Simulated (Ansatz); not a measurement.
Reaction (hydrogenolysis of a C–F bond): `F/C=[C](/F)[GaH2]` + H₂ → `C=[C](F)[GaH2]` + H–F

Gas-phase electronic energies from Ansatz, PBE0-D4/def2-TZVP geometries. CCSD(T)/CBS adds triple-zeta CCSD(T) − MP2 to the extrapolated MP2 energy (def2 sets, frozen cores). This one scheme is used for every species. DFT in def2-TZVPP. For Ga outer-core shells are correlated without core-valence functions, which leaves a few kJ/mol of doubt a bond. Scalar relativity is left out up to krypton.

```csv
level,ΔE (kJ/mol)
BLYP,-97.5
r2SCAN,-99.6
```

Task: What does CCSD(T)/CBS give? (Best estimate.)

Result: The calculation gave: -119.2 kJ/mol. The listed levels differ from it by 21.7, 19.6 kJ/mol.

Largest T1 diagnostic among the species: 0.013.

From r2SCAN to r2SCAN0 (25 % exact exchange), in def2-TZVPP and without D4, ΔE moves by −8.5 kJ/mol. At CCSD(T), def2-SVP lies +23.9 kJ/mol from the extrapolated value and def2-TZVPP +4.7 kJ/mol. Leaving LDA and LC-ωPBE aside and taking each functional with its dispersion term where it has one, the values, not all of them listed here, spread over 20.6 kJ/mol, from PBE-QIDH to BLYP-D4. LDA lies +4.1 kJ/mol from PBE without D4.
